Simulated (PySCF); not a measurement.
C₅H₉N₃Si₂.
Atom-mapped SMILES: `[cH:1]1[cH:2][cH:3][c:4]([SiH:5]2[NH:6][SiH2:7][NH:8]2)[n:9][cH:10]1` (hydrogens: H11 on C1; H12 on C2; H13 on C3; H14 on Si5; H15 on N6; H16, H17 on Si7; H18 on N8; H19 on C10)

The same species was optimised twice, with GFN2-xTB and with PBE0-D3(BJ)/def2-SVP (PySCF), and the same property calculations (PySCF, gas phase) were run on both structures.

```csv
coordinate,GFN2-xTB,PBE0-D3(BJ)/def2-SVP,change
C4–N9 (Å),1.330,1.345,+0.015
C1–C10 (Å),1.388,1.398,+0.010
C2–C3 (Å),1.384,1.394,+0.010
C3–C4 (Å),1.391,1.400,+0.009
N9–C10 (Å),1.319,1.326,+0.007
N6–Si7 (Å),1.741,1.747,+0.006
Si7–N8 (Å),1.741,1.746,+0.005
C1–C2 (Å),1.386,1.391,+0.005
Si5–N8 (Å),1.738,1.742,+0.004
Si5–N6 (Å),1.738,1.742,+0.004
C4–Si5 (Å),1.887,1.889,+0.002
N6–Si5–N8 (°),83.5,86.7,+3.2
N6–Si7–N8 (°),83.4,86.4,+3.0
Si5–N6–Si7 (°),96.4,93.4,-3.0
Si5–N8–Si7 (°),96.4,93.4,-3.0
C4–Si5–N8 (°),117.1,115.5,-1.6
C4–Si5–N6 (°),117.0,115.6,-1.4
Si5–C4–N9 (°),116.2,115.2,-1.0
C4–N9–C10 (°),119.1,118.6,-0.5
C3–C4–Si5–N6 (°),132,130,-2
```

Rotational constants: A = 2836, B = 555.3, C = 508.1 MHz (GFN2-xTB) against A = 2772, B = 560.3, C = 513.2 MHz (PBE0-D3(BJ)/def2-SVP). Point groups within 0.08 Å: Cs and Cs. Atoms that the bonding makes alike are paired by their places after alignment.

On the GFN2-xTB structure: HOMO (eV) -6.67 [PBE0/pcSseg-1]; LUMO (eV) -1.24 [PBE0/pcSseg-1]; dipole (D) 2.63 [PBE0/pcSseg-1]; GIAO shielding of C1 (ppm) 57.9 [PBE0/pcSseg-1]; GIAO shielding of C2 (ppm) 47.0 [PBE0/pcSseg-1]; GIAO shielding of C3 (ppm) 51.2 [PBE0/pcSseg-1]; GIAO shielding of C4 (ppm) 16.6 [PBE0/pcSseg-1]; GIAO shielding of Si5 (ppm) 363.4 [PBE0/pcSseg-1]; GIAO shielding of N6/N8 (mean) (ppm) 244.7 [PBE0/pcSseg-1]; GIAO shielding of Si7 (ppm) 364.2 [PBE0/pcSseg-1]; GIAO shielding of N9 (ppm) -115.2 [PBE0/pcSseg-1].

Task: What do these properties become on the PBE0-D3(BJ)/def2-SVP structure?

Result: 
```tsv
property	level	on GFN2-xTB	on PBE0-D3(BJ)/def2-SVP	change
HOMO (eV)	PBE0/pcSseg-1	-6.67	-6.95	-0.28
LUMO (eV)	PBE0/pcSseg-1	-1.24	-1.23	+0.01
dipole (D)	PBE0/pcSseg-1	2.63	2.54	-0.09
energy, GFN2-xTB geometry as zero (kcal/mol)	PBE0/pcSseg-1	0.0	-3.4	-3.4
GIAO shielding of C1 (ppm)	PBE0/pcSseg-1	57.9	55.7	-2.2
GIAO shielding of C2 (ppm)	PBE0/pcSseg-1	47.0	45.0	-2.0
GIAO shielding of C3 (ppm)	PBE0/pcSseg-1	51.2	49.2	-2.0
GIAO shielding of C4 (ppm)	PBE0/pcSseg-1	16.6	12.5	-4.1
GIAO shielding of Si5 (ppm)	PBE0/pcSseg-1	363.4	365.4	+2.0
GIAO shielding of N6/N8 (mean) (ppm)	PBE0/pcSseg-1	244.7	245.3	+0.6
GIAO shielding of Si7 (ppm)	PBE0/pcSseg-1	364.2	368.0	+3.8
GIAO shielding of N9 (ppm)	PBE0/pcSseg-1	-115.2	-120.6	-5.4
```

The heavy atoms differ by 0.029 Å rms after alignment (one structure mirrored). Among bonds between heavy atoms C4–N9 changes most (+0.015 Å). Changes are differences of the printed values. Neither structure is proved a minimum here.

Conformer computed: `[cH:1]1[cH:2][cH:3][c:4]([SiH:5]2[NH:6][SiH2:7][NH:8]2)[n:9][cH:10]1`: C3–C4–Si5–N6 130°.
